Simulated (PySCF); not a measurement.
**A ladder of Hamiltonians for Bi⁷³⁺ (bismuth, charge +73)**

Occupied: 1s1/2, 2s1/2, 2p1/2, 2p3/2. Hartree-Fock calculated with PySCF 2.14 in an uncontracted even-tempered set (16 s from 20 bohr⁻², ratio 2.7; 13 p from 24 bohr⁻², ratio 2.7), Gaussian nucleus throughout. NR is non-relativistic, sf-X2C the spin-free one-electron X2C Hamiltonian, X2C adds the bare one-electron spin-orbit term, X2C-SNSO screens it by Boettger's factors, DC is four-component Dirac-Coulomb, and the Gaunt and Breit terms are added at first order (total energies over the DC spinors, levels after relaxing the spinors in that mean field). QED terms are absent. Levels marked empty are virtual spinors of this ion.

```csv
Hamiltonian,E (hartree)
NR,-13064.4374
sf-X2C,-14287.3665
X2C,-14321.5390
X2C-SNSO,-14319.7423
DC,-14328.0888
DC+Gaunt,-14307.2390
DC+Breit,-14309.0131
```

```tsv
level (eV)	NR	sf-X2C	X2C	X2C-SNSO	DC	DC+Gaunt	DC+Breit
1s1/2	-88412.1	-98125.2	-98092.6	-98094.3	-98224.7	-97878.9	-97901.4
2s1/2	-20289.4	-23134.5	-23126.4	-23126.8	-23147.0	-23107.6	-23110.5
2p1/2	-19856.9	-20812.5	-22607.9	-22554.1	-22571.1	-22502.2	-22508.7
2p3/2	-19856.9	-20812.5	-20138.5	-20153.6	-20166.7	-20123.0	-20129.6
3s1/2 (empty)	-8514.2	-9432.4	-9431.0	-9431.1	-9436.0	-9425.2	-9426.6
3p1/2 (empty)	-8374.7	-8768.2	-9255.6	-9241.2	-9245.8	-9227.7	-9230.1
3p3/2 (empty)	-8374.7	-8768.2	-8581.1	-8585.3	-8588.1	-8576.6	-8579.0
```

Q: How large are the two-electron picture-change error of X2C and the Breit correction in the total energy?

A: X2C-1e lies 6.5498 hartree above Dirac-Coulomb; Gaunt adds 20.8498 and the full Breit term 19.0757 hartree.

```csv
interval (eV),X2C,X2C-SNSO,DC,DC+Gaunt,DC+Breit
2p3/2 − 2p1/2,2469,2400,2404,2379,2379
3p3/2 − 3p1/2,674.5,655.9,657.7,651.1,651.1
```

Weight of the small component: 1s1/2 0.101, 2s1/2 0.0239, 2p1/2 0.0238, 2p3/2 0.0211, 3s1/2 0.00957, 3p1/2 0.00945, 3p3/2 0.00874.

Koopmans' value for the highest occupied level at DC+Breit: 20129.6 eV, against an ionisation energy of 20130 ± 90 eV (theoretical estimate listed by NIST; NIST Atomic Spectra Database, ionization energies); the former lacks relaxation, correlation, QED and recoil.

The whole ladder took 110 s of wall time on 1 thread of Intel(R) Xeon(R) Platinum 8259CL CPU @ 2.50GHz (shared host), launched as `OMP_NUM_THREADS=1 python relrun2.py TASK.json OUT` (a driver that calls PySCF for each Hamiltonian).
